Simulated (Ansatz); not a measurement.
Compare A (`CNBCN`) with its isomer B (`CCB(N)N`).

Program: Ansatz. Geometries: PBE0-D4/def2-TZVP. ΔE: electronic, gas phase. CBS: MP2 limit from def2 TZ/QZ plus the TZ coupled-cluster correction, frozen cores. DFT in def2-TZVPP. B3LYP here is the variant with VWN-RPA as its local correlation; programs differ in this. One conformer a species, not always the lowest.

A:

```xyz
14

C    -0.205    1.139   -2.159
N    -0.526    0.500   -0.905
B     0.364    0.137    0.097
C    -0.154   -0.478    1.454
N     0.804   -1.392    2.068
H     0.875    1.266   -2.226
H    -0.532    0.537   -3.013
H    -0.670    2.126   -2.243
H    -1.512    0.333   -0.771
H     1.534    0.327   -0.093
H    -0.283    0.376    2.136
H    -1.165   -0.906    1.329
H     1.052   -2.137    1.430
H     0.417   -1.829    2.895
```

B:

```xyz
14

C    -1.000    1.388    0.550
C     0.230    0.522    0.834
B     0.427   -0.612   -0.256
N    -0.229   -1.857   -0.100
N     1.219   -0.356   -1.401
H    -1.133    2.169    1.304
H    -1.913    0.787    0.533
H    -0.922    1.880   -0.423
H     0.134    0.075    1.831
H     1.119    1.162    0.880
H    -0.194   -2.606   -0.768
H    -0.791   -2.064    0.705
H     1.699    0.516   -1.531
H     1.354   -1.004   -2.157
```

Which is lower in electronic energy at CCSD(T)/CBS, and by how much? (An estimate is asked.)

Computed: B, by 48.0 kcal/mol.

Give E(B) − E(A) in kcal/mol with PBE0-D4, PBE-D4, CCSD/def2-TZVPP, B3LYP, B3LYP-D4, ωB97M-V, B2PLYP. (Estimate.)

Ansatz gave: PBE0-D4 -47.4, PBE-D4 -46.2, CCSD/def2-TZVPP -47.6, B3LYP -46.4, B3LYP-D4 -47.2, ωB97M-V -48.0, B2PLYP -47.5. None reverses the order clearly.

Largest T1 diagnostic: 0.011.

The D4 term adds −0.8 kcal/mol with B3LYP and −0.4 kcal/mol with PBE0; it sums over pairs of atoms, weighted by their polarisabilities, and B3LYP, whose exchange is more repulsive, gets the larger term. From PBE to PBE0 (25 % exact exchange), in def2-TZVPP and without D4, E(B) − E(A) moves by −1.3 kcal/mol.
